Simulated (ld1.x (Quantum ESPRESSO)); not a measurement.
## Pseudopotential generation for Sn: TM, PBE, scalar-relativistic.

Input for ld1.x (Quantum ESPRESSO) 7.5:

```
&input
   title='Sn', zed=50., rel=1, dft='PBE', iswitch=3,
   config='[Kr] 4d10 5s1 5p3',
   nld=3, rlderiv=2.40, eminld=-4.0, emaxld=5.0, deld=0.02
 /
 &inputp
   pseudotype=2, tm=.true., lloc=0,
   nlcc=.false.,
   file_pseudopw='Sn.UPF', file_wfcaegen='ae.wfc', file_wfcncgen='nc.wfc', file_beta='beta', file_chi='chi'
 /
3
5P  2  1   3.00   0.00  2.20  2.20  0.0
4D  3  2  10.00   0.00  1.00  1.00  0.0
5S  1  0   1.00   0.00  1.75  1.75  0.0
 &test
   configts(1)='4d10 5s1 5p3'
 /
```

Command:

```bash
ld1.x < Sn.in > Sn.out
```

Output (shortened: banner, matrices, multipoles, cross overlaps and the repeated all-electron block are left out):

```
Program LD1 v.7.5
     --------------------------- All-electron run ----------------------------

     Sn
     scalar relativistic calculation

     atomic number is 50.00
     dft =PBE   lsd =0 sic =0 latt =0  beta=0.20 tr2=1.0E-14
     Exchange-correlation= PBE
                           (   1   4   3   4   0   0   0)
     mesh =1243 r(mesh) = 100.78374 a.u. xmin = -7.00 dx = 0.01250
     1 Ry =  13.60569312 eV, c = 137.03599908

     n l     nl                  e(Ry)          e(Ha)          e(eV)
     1 0     1S 1( 2.00)     -2132.6239     -1066.3119    -29015.8260
     2 0     2S 1( 2.00)      -322.0440      -161.0220     -4381.6315
     2 1     2P 1( 6.00)      -289.1049      -144.5525     -3933.4728
     3 0     3S 1( 2.00)       -62.2381       -31.1190      -846.7919
     3 1     3P 1( 6.00)       -51.4749       -25.7375      -700.3523
     4 0     4S 1( 2.00)        -9.9575        -4.9787      -135.4782
     4 1     4P 1( 6.00)        -6.7062        -3.3531       -91.2428
     3 2     3D 1(10.00)       -34.9092       -17.4546      -474.9635
     4 2     4D 1(10.00)        -2.0078        -1.0039       -27.3178
     5 0     5S 1( 1.00)        -0.8389        -0.4195       -11.4144
     5 1     5P 1( 3.00)        -0.3173        -0.1586        -4.3166

     final scf error:  2.4E-15 reached in  26 iterations

     Etot =  -12353.897991 Ry,   -6176.948995 Ha, -168083.344936 eV

     Ekin =   12898.570263 Ry,    6449.285131 Ha,  175493.988721 eV
     Encl =  -29868.993222 Ry,  -14934.496611 Ha, -406388.355666 eV
     Eh   =    4945.939922 Ry,    2472.969961 Ha,   67292.940784 eV
     Exc  =    -329.414954 Ry,    -164.707477 Ha,   -4481.918775 eV

     normalization and overlap integrals

     s(1S/1S) =  1.000000  <r> =   0.0291  <r2> =    0.0011  r(max) =   0.0188
     s(2S/2S) =  1.000000  <r> =   0.1255  <r2> =    0.0186  r(max) =   0.1054
     s(2P/2P) =  1.000000  <r> =   0.1096  <r2> =    0.0147  r(max) =   0.0853
     s(3S/3S) =  1.000000  <r> =   0.3393  <r2> =    0.1317  r(max) =   0.3090
     s(3P/3P) =  1.000000  <r> =   0.3377  <r2> =    0.1323  r(max) =   0.3013
     s(4S/4S) =  1.000000  <r> =   0.8185  <r2> =    0.7580  r(max) =   0.7412
     s(4P/4P) =  1.000000  <r> =   0.8856  <r2> =    0.8961  r(max) =   0.7890
     s(3D/3D) =  1.000000  <r> =   0.3146  <r2> =    0.1175  r(max) =   0.2498
     s(4D/4D) =  1.000000  <r> =   1.0952  <r2> =    1.4258  r(max) =   0.8829
     s(5S/5S) =  1.000000  <r> =   2.3631  <r2> =    6.3722  r(max) =   1.9897
     s(5P/5P) =  1.000000  <r> =   3.1377  <r2> =   11.4831  r(max) =   2.5231

     ------------------------ End of All-electron run ------------------------

     --------------------- Generating NC pseudopotential ---------------------

      Generating local pot.: lloc=0, matching radius rcloc =   1.7500

      Wfc   5P  rcut= 2.199  Using Troullier-Martins method

      Wfc   4D  rcut= 0.988  Using Troullier-Martins method

     ------------------- End of pseudopotential generation -------------------

     Computing logarithmic derivative in   2.38511
     Computing logarithmic derivative in   2.38511
     Computing the partial wave expansion
       no projector for channel:   0
     R is outside the sphere for l=    1 j= 0.00
     R is outside the sphere for l=    2 j= 0.00

     ---------------------- Testing the pseudopotential ----------------------

     Sn
     scalar relativistic calculation

     atomic number is 50.00   valence charge is 14.00
     dft =PBE   lsd =0 sic =0 latt =0  beta=0.20 tr2=1.0E-14
     mesh =1243 r(mesh) = 100.78374 xmin = -7.00 dx = 0.01250

     n l     nl             e AE (Ry)        e PS (Ry)    De AE-PS (Ry)
     3 2     4D   1(10.00)       -2.00782       -2.00780       -0.00002
     1 0     5S   1( 1.00)       -0.83895       -0.83895        0.00000
     2 1     5P   1( 3.00)       -0.31727       -0.31727       -0.00000

     eps = 5.2E-15  iter = 16

     Etot =  -12353.897991 Ry,   -6176.948995 Ha, -168083.344936 eV
     Etotps =  -135.211892 Ry,     -67.605946 Ha,   -1839.651508 eV

     Ekin =     103.423704 Ry,      51.711852 Ha,    1407.151176 eV
     Encl =    -214.050223 Ry,    -107.025111 Ha,   -2912.301647 eV
     Ehrt =     118.184767 Ry,      59.092384 Ha,    1607.985673 eV
     Ecxc =     -16.184047 Ry,      -8.092024 Ha,    -220.195182 eV
     Epseu=    -126.586093 Ry,     -63.293046 Ha,   -1722.291529 eV

     ---------------------- End of pseudopotential test ----------------------
```

Generation and configuration tests took about 1.2 s on one core of a shared server CPU.
